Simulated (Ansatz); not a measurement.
The same path of C2H9OPSi (14 atoms, charge 0, multiplicity 1) was run twice with different band settings. The coordinate that changes most is the dihedral H10–C2–O3–Si4.

All numbers below come from RKS PBE/def2-SVP (Ansatz).

Relaxed end points:

```xyz
14
Properties=species:S:1:pos:R:3
C -1.046 -0.223 2.079
C 0.073 -0.621 1.131
O -0.068 0.096 -0.094
Si 1.000 -0.071 -1.386
P 0.356 1.251 -3.109
H -2.034 -0.452 1.632
H -1.009 0.864 2.291
H -0.958 -0.772 3.038
H 1.065 -0.405 1.596
H 0.043 -1.721 0.941
H 1.035 -1.502 -1.869
H 2.400 0.323 -0.979
H 0.146 2.382 -2.240
H -1.016 0.823 -3.002
```

```xyz
14
Properties=species:S:1:pos:R:3
C -0.841 -0.982 1.771
C 0.235 0.021 1.369
O 0.001 0.587 0.082
Si 0.472 -0.117 -1.373
P 0.400 1.414 -3.042
H -0.850 -1.863 1.095
H -1.844 -0.512 1.734
H -0.666 -1.348 2.803
H 0.253 0.865 2.092
H 1.244 -0.458 1.412
H -0.428 -1.259 -1.775
H 1.881 -0.648 -1.249
H 1.049 2.417 -2.236
H -0.918 1.852 -2.654
```

Common settings: movable images 9; climbing image yes; spring 5.0 eV/Å²; optimiser quadratic models (default); start path IDPP; end points relaxed.

| run | force threshold | iteration limit |
| --- | --- | --- |
| 1 | 0.05 eV/Å | 57 |
| 2 | 0.2 eV/Å | 60 |

Task: What does each run give, and how far can it be trusted?

Result: Run 1: converged after 8 iterations, highest image 0.032 eV above the first end. A vibrational analysis at the climbing image gives one clearly imaginary mode, 50i cm⁻¹: a first-order saddle point.
Run 2: converged after 3 iterations, highest image 0.036 eV above the first end. The threshold of 0.2 eV/Å is loose, so the images may lie well off the minimum-energy path. The order of the stationary point at the top wasn't checked.
